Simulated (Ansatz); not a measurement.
Calculated with Ansatz (gas phase, PBE0-D4/def2-TZVP geometries, no zero-point term in ΔE). CCSD(T)/CBS is the MP2 limit (def2-TZVPP, def2-QZVPP) plus CCSD(T) − MP2 in def2-TZVPP, frozen cores. This one scheme is used for every species. DFT in def2-TZVPP. B3LYP here is the variant with VWN-RPA as its local correlation; programs differ in this. One conformer a species, not always the lowest.

Consider the silylene formation by 1,1-elimination: `O[SiH](F)NBS` → `O[Si]F` + `NBS`.

`O[SiH](F)NBS`:

```xyz
11

O     1.917    1.090    0.536
Si    0.324    1.387    0.617
F    -0.123    1.862    2.072
N    -0.620   -0.028    0.333
B    -0.430   -0.938   -0.726
S    -1.533   -2.356   -0.922
H     2.263    0.300    0.956
H     0.074    2.493   -0.318
H    -1.399   -0.175    0.961
H     0.468   -0.773   -1.495
H    -0.942   -2.862   -2.013
```

`O[Si]F`:

```xyz
4

O    -0.363    0.014   -0.916
Si    1.046    0.031   -0.084
F     0.521   -0.024    1.447
H    -1.204   -0.021   -0.447
```

`NBS`:

Cartesian coordinates in Å:
```
N 0.948 0.576 -0.400
B -0.004 -0.305 0.104
S -1.728 0.234 0.295
H 0.752 1.523 -0.678
H 1.909 0.309 -0.518
H 0.314 -1.413 0.410
H -2.190 -0.924 0.787
```

CCSD(T)/CBS gives +49.6 kcal/mol.

Problem. Another level gave +48.8 kcal/mol. Which?
A. CCSD(T)/def2-TZVPP
B. B3LYP/def2-TZVPP
C. ωB97X-V/def2-TZVPP
D. MP2/def2-TZVPP

Solution. A. CCSD(T)/def2-TZVPP 48.8, B3LYP 42.6, ωB97X-V 49.9, MP2/def2-TZVPP 52.1 kcal/mol.

Problem. What do rigid-rotor, harmonic-oscillator terms from PBE0-D4/def2-TZVP frequencies (298.15 K, 1 bar) make of the CCSD(T)/CBS value? (An estimate is asked.)

Solution. Computed: ΔZPE = -0.5 kcal/mol, ΔH = +49.5 kcal/mol, ΔS = 161 J/(mol·K), ΔG = +38.0 kcal/mol. Modes under 50 cm⁻¹ make the entropy rough.

Largest T1 diagnostic among the species: 0.015.

Leaving LDA and LC-ωPBE aside and taking each functional with its dispersion term where it has one, the values, not all of them listed here, spread over 11.9 kcal/mol, from BLYP-D4 to r2SCAN0-D4. LDA lies +8.0 kcal/mol from PBE without D4. The D4 term adds +3.9 kcal/mol with B3LYP and +2.2 kcal/mol with PBE0; it sums over pairs of atoms, weighted by their polarisabilities, and B3LYP, whose exchange is more repulsive, gets the larger term. At CCSD(T), def2-SVP lies −4.0 kcal/mol from the extrapolated value and def2-TZVPP −0.8 kcal/mol.
